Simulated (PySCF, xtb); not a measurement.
AlH3O2S, SMILES [Al]([OH])([SH])[OH]. One conformer was computed; it need not be the lowest.

Harmonic wavenumbers (cm⁻¹) from GFN2-xTB run with xtb at its own minimum, in rising order: 131, 178, 194, 231, 255, 323, 397, 404, 472, 595, 799, 973, 2438, 3783, 3799.

Q: What does PBE0-D3(BJ)/def2-SVP (PySCF 2.14.0) give at its own minimum? (Estimate from the structure and the level; the computed values follow.)

A: 163, 208, 219, 252, 301, 327, 463, 537, 584, 643, 831, 965, 2714, 3984, 4000. Paired by order, the mean absolute difference is 82 cm⁻¹ and the zero-point energies are 21.4 and 23.1 kcal/mol.
